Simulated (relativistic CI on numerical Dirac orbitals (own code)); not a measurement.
**One change at a time: Pt⁴³⁺**

Base calculation: Dirac-Coulomb-Breit CI, KLI orbitals optimised for each configuration, a model potential for QED, unscaled Slater integrals.

Configurations in the expansion (outside the closed core [Ar] 3d10): 4s²4p⁵, 4s4p⁶, 4s²4p⁴4d, 4s4p⁵4d, 4s²4p⁴4f, 4s4p⁵4f, 4p⁶4d, 4s4p⁴4d², 4s²4p³4d4f, 4p⁶4f, 4p⁵4d4f, 4s4p⁴4f², 4s²4p⁴5s, 4p⁶5s, 4s²4p⁴5p, 4s4p⁴4d5s, 4s²4p³4f5s, 4s4p⁵5s, 4s²4p⁴5d, 4s4p⁵5p, 4s²4p⁴5f, 4s²4p⁴5g, 4s4p⁵5d, 4p⁵4f5s, 4s4p⁵5f, 4s²4p⁴6s, 4s4p⁵5g, 4s²4p³4d², 4s²4p²4d³, 4s4p³4d³, 4s²4p²4d²4f, 4s4p³4d²4f, 4s²4p²4d²5s, 4p⁵4d², 4p⁴4d³, 4p⁴4d²4f, 4p⁴4d²5s, 4p⁵4d5s, 4p⁴4d4f5s, 4p⁴4d5s², 4s²4p³5s², 4s²4p²4d5s², 4s4p³4d5s², 4s²4p²4f5s², 4s4p³4f5s². Double excitations out of closed p, d and f shells are left out; levels of such configurations are missing from the list, as are those of other unlisted configurations, and high levels can miss mixing partners. These lack a partner that the ground configuration has and come out too high: 4s²4p⁴5p, 4s4p⁵5s, 4s²4p⁴5d, 4s4p⁵5p, 4s²4p⁴5f.

The lowest level and the first level of each name with at least 55 % of one term (blank where a level has no safe partner in the second run):

```csv
Level,Base (cm⁻¹),Shift (cm⁻¹)
4s²4p⁵ ²P°3/2,0,0
4s²4p⁵ ²P°1/2,994406,+17
4s²4p⁴4d ²D3/2,1437052,+1669
4s²4p⁴4d ⁴F9/2,1548884,+1667
4s4p⁶ ²S1/2,1956658,+861
4s²4p⁴4d ⁴D1/2,2267849,+1678
4s²4p⁴4d ²G7/2,2356815,+1695
4s²4p⁴4d ²G9/2,2562430,+1691
```

At this charge energies of transitions that change n are usually good to better than 1 %, and those within a shell (Δn = 0) to a few per cent.

Problem. One thing was changed in a second run, which moved the levels as shown. Which?
A. one mean potential for all configurations
B. configuration mixing switched off
C. QED terms removed
D. P86 correlation estimate
E. Breit term removed

Solution. D. P86 correlation estimate. A correlation estimate moves all levels of a configuration together before mixing; mixed levels move by a weighted share.

LS names give the leading component of a level, which can be under half, so a name can repeat, a term be missing and a line seem to break the LS rules.
